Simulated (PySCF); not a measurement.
A run for PySCF: D3(BJ) and D4 dispersion corrections on H6N2 (a complex), monomers drawn apart or pushed together.

```python
from pyscf import gto
from pyscf.dispersion import dftd3, dftd4

mol = gto.M(
    atom='''
    N    -0.20289106   -0.03619853    0.25073189
    H     0.01978596    0.13166488    1.23082627
    H     0.61315511   -0.45501647   -0.18129993
    H    -0.33970917    0.86601874   -0.19108999
    N    -0.08362091    0.07097980    3.24213920
    H    -0.90616871   -0.51923401    3.18521252
    H     0.61602423   -0.43055053    3.77710877
    H    -0.33672700    0.89808921    3.77040718
    ''',
    basis='def2-svp',
    charge=0, spin=0, verbose=0, max_memory=1800)
d3, d4 = {}, {}
for xc in ['hf', 'pbe', 'blyp', 'revpbe', 'tpss', 'r2scan', 'b3lyp', 'pbe0', 'bhlyp', 'camb3lyp', 'b2plyp']:
    d3[xc] = float(dftd3.DFTD3Dispersion(mol, xc=xc, version='d3bj', atm=False).get_dispersion()['energy'])
    print(f'D3(BJ) {xc:10s} {d3[xc]:14.8f} Eh')
for xc in ['hf', 'pbe', 'blyp', 'revpbe', 'tpss', 'r2scan', 'b3lyp', 'pbe0', 'bhlyp', 'camb3lyp', 'b2plyp']:
    d4[xc] = float(dftd4.DFTD4Dispersion(mol, xc={'camb3lyp': 'cam-b3lyp'}.get(xc, xc), atm=True).get_dispersion()['energy'])
    print(f'D4     {xc:10s} {d4[xc]:14.8f} Eh')
```

Program output:

```
D3(BJ) hf            -0.02238374 Eh
D3(BJ) pbe           -0.00254892 Eh
D3(BJ) blyp          -0.00494989 Eh
D3(BJ) revpbe        -0.00677871 Eh
D3(BJ) tpss          -0.00305353 Eh
D3(BJ) r2scan        -0.00072927 Eh
D3(BJ) b3lyp         -0.00399818 Eh
D3(BJ) pbe0          -0.00208497 Eh
D3(BJ) bhlyp         -0.00290731 Eh
D3(BJ) camb3lyp      -0.00171551 Eh
D3(BJ) b2plyp        -0.00172029 Eh
D4     hf            -0.00689062 Eh
D4     pbe           -0.00184558 Eh
D4     blyp          -0.00405879 Eh
D4     revpbe        -0.00667183 Eh
D4     tpss          -0.00248721 Eh
D4     r2scan        -0.00051461 Eh
D4     b3lyp         -0.00286522 Eh
D4     pbe0          -0.00155529 Eh
D4     bhlyp         -0.00186966 Eh
D4     camb3lyp      -0.00153551 Eh
D4     b2plyp        -0.00130080 Eh
```

The run finished.

Cost: very roughly 0.010 core-seconds.
